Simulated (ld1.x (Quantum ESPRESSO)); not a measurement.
Transferability test, TM potential for gold (Au)

ld1.x (Quantum ESPRESSO) 7.5 input, shortened:

```
&input
   title='Au', zed=79., rel=1, dft='PBE', iswitch=3,
   config='[Xe] 4f14 5d10 6s0 6p1'
 /
 &inputp
   pseudotype=2, tm=.true., lloc=-1, rcloc=2.75,
   nlcc=.true., new_core_ps=.true., rcore=2.00
 /
3
6S  1  0   0.00   0.00  2.40  2.40  0.0
6P  2  1   1.00   0.00  3.80  3.80  0.0
5D  3  2  10.00   0.00  2.05  2.05  0.0
 &test
   configts(1)='5d10 6s0 6p1'
 /
```

Energies are relative to the spin-unpolarised reference configuration 5d10 6s0 6p1; without spin polarisation the order of configurations can differ from experiment. The frozen-core shift is the all-electron ΔE with the core orbitals held at their reference shape minus the fully relaxed ΔE.

Problem. Give the all-electron excitation energy and the error of the potential for: 5d10 6s1 6p0; 5d10 6s0 6p0; 5d9 6s0 6p0; 5d9 6s1 6p0; 5d7 6s0 6p0; 5d9 6s2 6p0; 5d9 6s1 6p1.

Solution.

```
valence configuration  charge  ΔE all-electron (eV)  error AE − PS (meV)  frozen-core shift (meV)
         5d10 6s1 6p0       0                -5.248                 +1.6                     -1.0
         5d10 6s0 6p0      +1                 4.160                 -6.6                     +2.4
          5d9 6s0 6p0      +2                25.368                  -69                      +33
          5d9 6s1 6p0      +1                 6.875                  -51                      +19
          5d7 6s0 6p0      +4               106.957                 -896                     +619
          5d9 6s2 6p0       0                -3.555                  -72                      +18
          5d9 6s1 6p1       0                 2.248                  -62                      +20
```

A variational frozen-core shift is positive and of second order in the change. This column holds negative values, so the frozen-core run of ld1.x carries numerical noise or an error of first order here, and the column gives no more than the rough size of the effect.
